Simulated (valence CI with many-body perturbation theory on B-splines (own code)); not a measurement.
**E1 transitions of Pt LXXIV**

Calculated by configuration interaction combined with many-body perturbation theory (CI+MBPT): three valence electrons over a frozen Dirac-Fock core [He], radial functions for each j: 11 s, 11 p, 10 d, 8 f, 5 g, 2 h, with the one-electron correlation potential Σ1 (screened to all orders), the two-electron term Σ2, the three-electron term Σ3, Breit, model QED; selected single and double excitations, second order for the rest, scaled by the run's own slope (own B-spline code, finite nucleus).

The last digits are not significant, and no measured levels were compared; by estimate large intervals hold to a few tenths of a per cent, small ones and those within an open d or f shell to about a per cent.

Lines 1 to 50 of 575 in falling wavelength, among levels below 1300.8 Ry, chosen from the strongest by gf and those to the six lowest levels. Wavelengths and rates use the calculated energies. Electric multipoles are in the length gauge, E1 and E2 with the static RPA response of the core. Weak lines are less certain than strong ones. Lines between different terms over intervals too small for the method are left out, as are lines whose strength nearly cancels. The highest levels of a list are the least certain.

Levels are named by their leading jj configuration (3d3/2^4 stands for four electrons in 3d with j = 3/2), which in mixed levels can hold well under half, so a name can repeat and another be missing. Letters in brackets count levels of one name in rising energy.

```
λ vac (nm)                          Upper                          Lower   A (s⁻¹)  S (a.u.) with core polarisation  S without
     33.61          (2p1/2^2 4f7/2) J=7/2          (2p1/2^2 4d5/2) J=5/2  1.04e+09                         1.56e-01   1.56e-01
     32.80         (2s 2p1/2 4f7/2) J=5/2         (2s 2p1/2 4d5/2) J=3/2  9.96e+08                         1.04e-01   1.04e-01
     32.16     (2s 2p1/2 4f7/2) J=7/2 [b]     (2s 2p1/2 4d5/2) J=5/2 [b]  1.09e+09                         1.43e-01   1.43e-01
     31.21     (2s 2p1/2 4f7/2) J=7/2 [a]     (2s 2p1/2 4d5/2) J=5/2 [a]  1.25e+09                         1.51e-01   1.51e-01
     30.19         (2s 2p1/2 4f7/2) J=9/2         (2s 2p1/2 4d5/2) J=7/2  1.43e+09                         1.95e-01   1.95e-01
     29.05             (2s^2 4f7/2) J=7/2             (2s^2 4d5/2) J=5/2  1.60e+09                         1.55e-01   1.55e-01
     17.17     (2s 2p1/2 4f5/2) J=5/2 [b]     (2s 2p1/2 4d3/2) J=3/2 [b]  5.91e+09                         8.86e-02   8.86e-02
     17.17         (2s 2p1/2 4f5/2) J=3/2         (2s 2p1/2 4d3/2) J=1/2  5.27e+09                         5.26e-02   5.26e-02
     16.86          (2p1/2^2 4f5/2) J=5/2          (2p1/2^2 4d3/2) J=3/2  7.71e+09                         1.09e-01   1.09e-01
     16.55             (2s^2 4f5/2) J=5/2             (2s^2 4d3/2) J=3/2  7.85e+09                         1.05e-01   1.05e-01
     16.41     (2s 2p1/2 4f5/2) J=5/2 [a]     (2s 2p1/2 4d3/2) J=3/2 [a]  8.15e+09                         1.07e-01   1.07e-01
     16.05         (2s 2p1/2 4f5/2) J=7/2         (2s 2p1/2 4d3/2) J=5/2  8.56e+09                         1.40e-01   1.40e-01
     14.66         (2s 2p1/2 4d5/2) J=7/2         (2s 2p1/2 4p3/2) J=5/2  1.97e+10                         2.44e-01   2.44e-01
     14.55             (2s^2 4d5/2) J=5/2             (2s^2 4p3/2) J=3/2  1.88e+10                         1.72e-01   1.72e-01
     14.53          (2p1/2^2 4d5/2) J=5/2          (2p1/2^2 4p3/2) J=3/2  2.05e+10                         1.86e-01   1.86e-01
     14.38     (2s 2p1/2 4d5/2) J=5/2 [a]     (2s 2p1/2 4p3/2) J=3/2 [a]  2.06e+10                         1.81e-01   1.81e-01
     14.22     (2s 2p1/2 4d5/2) J=5/2 [b]     (2s 2p1/2 4p3/2) J=3/2 [b]  1.83e+10                         1.56e-01   1.56e-01
     13.39         (2s 2p1/2 4d5/2) J=3/2         (2s 2p1/2 4p3/2) J=1/2  1.83e+10                         8.66e-02   8.66e-02
     6.427      (2p3/2^2 3d5/2) J=5/2 [a]      (2p3/2^2 3p3/2) J=3/2 [a]  3.18e+10                         2.50e-02   2.50e-02
     6.276      (2p1/2 2p3/2 3d5/2) J=9/2      (2p1/2 2p3/2 3p3/2) J=7/2  5.97e+10                         7.29e-02   7.29e-02
     6.237  (2p1/2 2p3/2 3d5/2) J=7/2 [b]  (2p1/2 2p3/2 3p3/2) J=5/2 [b]  5.36e+10                         5.13e-02   5.13e-02
     6.209         (2s 2p1/2 3d5/2) J=7/2         (2s 2p1/2 3p3/2) J=5/2  6.19e+10                         5.85e-02   5.85e-02
     6.178     (2s 2p3/2 3d5/2) J=7/2 [b]     (2s 2p3/2 3p3/2) J=5/2 [b]  2.91e+10                         2.71e-02   2.71e-02
     6.141         (2s 2p3/2 3d5/2) J=9/2         (2s 2p3/2 3p3/2) J=7/2  6.06e+10                         6.93e-02   6.93e-02
     6.125     (2s 2p3/2 3d5/2) J=7/2 [a]     (2s 2p3/2 3p3/2) J=5/2 [a]  4.71e+10                         4.27e-02   4.27e-02
     6.111          (2p1/2^2 3d5/2) J=5/2          (2p1/2^2 3p3/2) J=3/2  6.91e+10                         4.67e-02   4.67e-02
     6.110     (2s 2p3/2 3d5/2) J=5/2 [b]     (2s 2p3/2 3p3/2) J=3/2 [b]  3.80e+10                         2.56e-02   2.56e-02
     6.097     (2s 2p3/2 3d5/2) J=3/2 [b]     (2s 2p3/2 3p3/2) J=1/2 [b]  4.38e+10                         1.96e-02   1.96e-02
     6.076  (2p1/2 2p3/2 3d5/2) J=7/2 [a]  (2p1/2 2p3/2 3p3/2) J=5/2 [a]  6.18e+10                         5.47e-02   5.47e-02
     6.069          (2p3/2^2 3d5/2) J=7/2          (2p3/2^2 3p3/2) J=5/2  5.05e+10                         4.45e-02   4.46e-02
     6.065             (2s^2 3d5/2) J=5/2             (2s^2 3p3/2) J=3/2  4.15e+10                         2.74e-02   2.74e-02
     6.055  (2p1/2 2p3/2 3d5/2) J=5/2 [b]  (2p1/2 2p3/2 3p3/2) J=3/2 [b]  3.84e+10                         2.52e-02   2.52e-02
     6.046          (2p3/2^2 3d5/2) J=9/2          (2p3/2^2 3p3/2) J=7/2  6.56e+10                         7.16e-02   7.16e-02
     6.027     (2s 2p1/2 3d5/2) J=5/2 [a]     (2s 2p1/2 3p3/2) J=3/2 [a]  6.33e+10                         4.11e-02   4.11e-02
     6.023      (2p3/2^2 3d5/2) J=5/2 [b]      (2p3/2^2 3p3/2) J=3/2 [b]  6.23e+10                         4.03e-02   4.03e-02
     5.975         (2s 2p1/2 3d5/2) J=3/2         (2s 2p1/2 3p3/2) J=1/2  4.36e+10                         1.83e-02   1.83e-02
     5.888     (2s 2p1/2 2p3/2) J=3/2 [a]             (2s^2 2p3/2) J=3/2  1.37e+09                         5.53e-04   5.54e-04
     5.874     (2s 2p1/2 3d5/2) J=5/2 [b]     (2s 2p1/2 3p3/2) J=3/2 [b]  5.95e+10                         3.57e-02   3.57e-02
     5.829  (2p1/2 2p3/2 3d5/2) J=5/2 [a]  (2p1/2 2p3/2 3p3/2) J=3/2 [a]  4.53e+10                         2.65e-02   2.65e-02
     5.730     (2s 2p3/2 3d5/2) J=5/2 [a]     (2s 2p3/2 3p3/2) J=3/2 [a]  4.11e+10                         2.29e-02   2.29e-02
     5.719  (2p1/2 2p3/2 3d5/2) J=3/2 [a]  (2p1/2 2p3/2 3p3/2) J=1/2 [a]  4.62e+10                         1.71e-02   1.71e-02
     5.492      (2p1/2 2p3/2 3p3/2) J=7/2     (2s 2p3/2 3p3/2) J=5/2 [b]  5.27e+10                         3.44e-02   3.45e-02
     5.467         (2s 2p1/2 4p3/2) J=5/2             (2s^2 4p3/2) J=3/2  4.37e+10                         2.11e-02   2.12e-02
     5.274         (2s 2p1/2 3p3/2) J=5/2             (2s^2 3p3/2) J=3/2  4.16e+10                         1.81e-02   1.81e-02
     5.024     (2s 2p1/2 4d3/2) J=3/2 [b]     (2s 2p1/2 4p1/2) J=1/2 [b]  2.20e+11                         5.51e-02   5.51e-02
     5.018         (2s 2p1/2 4d3/2) J=1/2     (2s 2p1/2 4p1/2) J=1/2 [b]  3.11e+11                         3.88e-02   3.88e-02
     4.966      (2p3/2^2 3d5/2) J=5/2 [a]          (2p3/2^2 3p3/2) J=5/2  4.54e+10                         1.65e-02   1.65e-02
     4.929          (2p1/2^2 4d3/2) J=3/2          (2p1/2^2 4p1/2) J=1/2  4.31e+11                         1.02e-01   1.02e-01
     4.913         (2s 2p1/2 2p3/2) J=5/2             (2s^2 2p3/2) J=3/2  9.89e+09                         3.47e-03   3.48e-03
     4.889     (2s 2p1/2 4d3/2) J=3/2 [a]     (2s 2p1/2 4p1/2) J=1/2 [a]  4.24e+11                         9.77e-02   9.77e-02
```
